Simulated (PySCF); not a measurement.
Mean harmonic wavenumber (cm⁻¹) of eight silicon and germanium compounds: PBE-D3(BJ) beside B3LYP-D3(BJ), computed with PySCF for isolated molecules in the bases named; differences from unrounded values. The eight are the first of their class met in an unordered collection, after screening for sound electronic states; none was chosen by its value. Each level has its own optimised geometry.

| molecule | basis | B3LYP-D3(BJ) |
|---|---|---|
| Si(CCH)(Me)(OH)2 (C3H6O2Si), SMILES C(#C)[Si](O)(C)O | def2-SVP | 1239 |
| C2H2Cl2Si, SMILES C#C[SiH](Cl)Cl | def2-SVP | 930 |
| C2H6N2OSi, SMILES N[Si@@H]1COC=N1 | def2-SVP | 1294 |
| C2H4F2OSi, SMILES O=C[Si@@H](F)CF | def2-SVP | 1092 |
| CH7FOSi2, SMILES FC[SiH2]O[SiH3] | def2-SVP | 1125 |
| oxasilolan-5-one (C3H6O2Si), SMILES C1CC(=O)O[SiH2]1 | def2-SVP | 1271 |
| C3H6F2Si, SMILES F[SiH2]C1(F)CC1 | def2-SVP | 1218 |
| Si(F)(Cl)(vinyl)(NH2) (C2H5ClFNSi), SMILES [Si](F)(C=C)(N)Cl | def2-SVP | 1198 |

Question: Estimate the PBE-D3(BJ) values and say how PBE-D3(BJ) differs from B3LYP-D3(BJ) over the set. (Estimate from the structure and the level; the computed values follow.)

Answer: 
| molecule | PBE-D3(BJ) | difference |
|---|---|---|
| Si(CCH)(Me)(OH)2 (C3H6O2Si), SMILES C(#C)[Si](O)(C)O | 1206 | -33 |
| C2H2Cl2Si, SMILES C#C[SiH](Cl)Cl | 900 | -30 |
| C2H6N2OSi, SMILES N[Si@@H]1COC=N1 | 1257 | -36 |
| C2H4F2OSi, SMILES O=C[Si@@H](F)CF | 1056 | -36 |
| CH7FOSi2, SMILES FC[SiH2]O[SiH3] | 1090 | -36 |
| oxasilolan-5-one (C3H6O2Si), SMILES C1CC(=O)O[SiH2]1 | 1233 | -37 |
| C3H6F2Si, SMILES F[SiH2]C1(F)CC1 | 1182 | -35 |
| Si(F)(Cl)(vinyl)(NH2) (C2H5ClFNSi), SMILES [Si](F)(C=C)(N)Cl | 1167 | -31 |
PBE-D3(BJ) lies below B3LYP-D3(BJ) in 8 and above it in 0 of the eight; the mean signed difference is -34 and the largest -37 cm⁻¹.
